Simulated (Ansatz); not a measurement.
Input file for Ansatz (a first-principles code): R-CCSD(T)/cc-pVDZ on ethylmethylamine (SMILES CCNC), a point of a torsion scan.

Ansatz 0.2 input:
```yaml
crystal:
  periodic: [false, false, false]
  atoms:
    - {symbol: C, position_ang: [1.81967673, 0.53628316, -0.00452402]}
    - {symbol: C, position_ang: [0.55591890, -0.25108358, 0.34952051]}
    - {symbol: N, position_ang: [-0.61477070, 0.10520973, -0.43347331]}
    - {symbol: C, position_ang: [-0.78471184, -0.65025547, -1.65591914]}
    - {symbol: H, position_ang: [2.65137186, 0.21763153, 0.61868693]}
    - {symbol: H, position_ang: [1.65634462, 1.60060074, 0.15465784]}
    - {symbol: H, position_ang: [2.09224519, 0.37968685, -1.04698243]}
    - {symbol: H, position_ang: [0.73276611, -1.32216744, 0.23252336]}
    - {symbol: H, position_ang: [0.31203905, -0.06406123, 1.40239185]}
    - {symbol: H, position_ang: [-0.60961567, 1.10105199, -0.62787350]}
    - {symbol: H, position_ang: [0.05218591, -0.55978548, -2.36583078]}
    - {symbol: H, position_ang: [-0.90380395, -1.70315874, -1.39967381]}
    - {symbol: H, position_ang: [-1.69296553, -0.31179811, -2.15245892]}
basis:
  gaussian:
    orbitals: cc-pVDZ
magnetization: {spin_polarized: false}
correlation: {method: ccsd_t, electrons: outside_noble_gas}
scf: {lower_state_search: off}
```

The log:

```
WARN ansatz: RAYON_NUM_THREADS=1 ignored (pool sized by the plan → 1); use --threads N
Functional definition: HF
these checks for a lower state are left out or cut short: stability, starts, cluster_reference, orbital_swaps, neighbouring_geometries, increment
integrals: 0.12 GiB planned
914 factors; integrals over basis functions are off by at most 1.3e-3 eV
mean field: 0.23 GiB planned
mean field evaluation 1: about -4712.6228 eV, gradient 3.0e1 eV
mean field evaluation 2: about -4712.8092 eV, gradient 3.0e1 eV
mean field evaluation 4: about -4715.3569 eV, gradient 3.6e0 eV
mean field evaluation 8: about -4715.3942 eV, gradient 1.2e-4 eV
mean field -4715.39416420 eV, -173.2875393255 hartree, gradient 2.6e-6 eV, S^2 0.000000; 0 other end points of the search recorded, 0 dependent functions left out
4 core orbitals not correlated
reference -4715.39416420 eV, -173.2875393255 hartree; 13, 13 occupied and 84, 84 virtual orbitals, 914 factors
second order -16.59832969 eV of doubles, -0.00000000 eV of singles
coupled cluster: 0.42 GiB planned
cycle   1  -17.61981854 eV  change    -1.0e0 eV  update   7.8e-2
cycle   2  -18.07785325 eV  change   -4.6e-1 eV  update   2.3e-2
cycle   3  -18.13804415 eV  change   -6.0e-2 eV  update   7.9e-3
cycle   4  -18.13930479 eV  change   -1.3e-3 eV  update   2.0e-3
cycle   5  -18.14022448 eV  change   -9.2e-4 eV  update   6.9e-4
cycle   6  -18.14039090 eV  change   -1.7e-4 eV  update   2.0e-4
cycle   7  -18.14033871 eV  change    5.2e-5 eV  update   8.0e-5
cycle   8  -18.14033664 eV  change    2.1e-6 eV  update   3.1e-5
perturbative correction -0.49827798 eV, -0.0183113779 hartree
Total energy: -4734.03277882 eV, -173.9724957790 hartree
Checks for a lower state left out: stability, starts, cluster_reference, orbital_swaps, neighbouring_geometries, increment
```

The calculation finished and met its thresholds.

Cost: very roughly 10 core-seconds.
